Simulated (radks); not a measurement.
Coulomb parameter of the 4d shell of the ruthenium ion Ru2+ in the model configuration [Kr] 4d5 5s1, as a second difference U = [E(n + 0.5) + E(n - 0.5) - 2 E(n)] / (0.5)^2 with all orbitals relaxed. "Bare": the charge of the atom changes with n. "Screened": the 5s shell takes up the change at fixed total charge, which measures U(4d,4d) + U(5s,5s) - 2 U(4d,5s). Calculated with a radial shooting solver on a logarithmic mesh with Libxc functionals: scalar-relativistic Kohn-Sham, BLYP, spin-unpolarised, spherical densities, finite nucleus; Fermi nuclear charge, rms radius 4.4809 fm.

case              configuration  E - E(n) (eV)
start              [Kr] 4d5 5s1          0.000
bare +0.5        [Kr] 4d5.5 5s1        -12.107
bare -0.5        [Kr] 4d4.5 5s1         15.333
screened +0.5  [Kr] 4d5.5 5s0.5         -3.077
screened -0.5  [Kr] 4d4.5 5s1.5          3.565

U(bare) = 12.903 eV, U(screened by 5s) = 1.954 eV, against the Slater integral F0(4d,4d) = 16.721 eV with frozen orbitals.
